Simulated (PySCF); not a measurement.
C4H5Cl, SMILES C(C(=C)Cl)=C.

The structure is a stationary point at B3LYP-D3(BJ)/def2-SVP. Other conformers were not sampled.

The numbers are results of M06-2X/def2-TZVP in PySCF, not measurements.

Gas-phase values at a fixed geometry.

Problem. Estimate the frontier levels, gap, dipole moment and polarisability. (The exact figures need the calculation; the answer reports its results.)

Solution. 
The highest occupied level is -8.17 eV, the lowest empty level is -0.43 eV and the orbital gap is 7.74 eV. The dipole moment is 1.53 D, the quadrupole, principal values (traceless, Buckingham form, about the centre of nuclear charge) is -6.82, 1.74, 5.08 D·Å and the mean static polarisability is 62.9 bohr³ (9.32 Å³). The polarisability, principal values comes out as 36.8, 62.1, 89.8 bohr³.
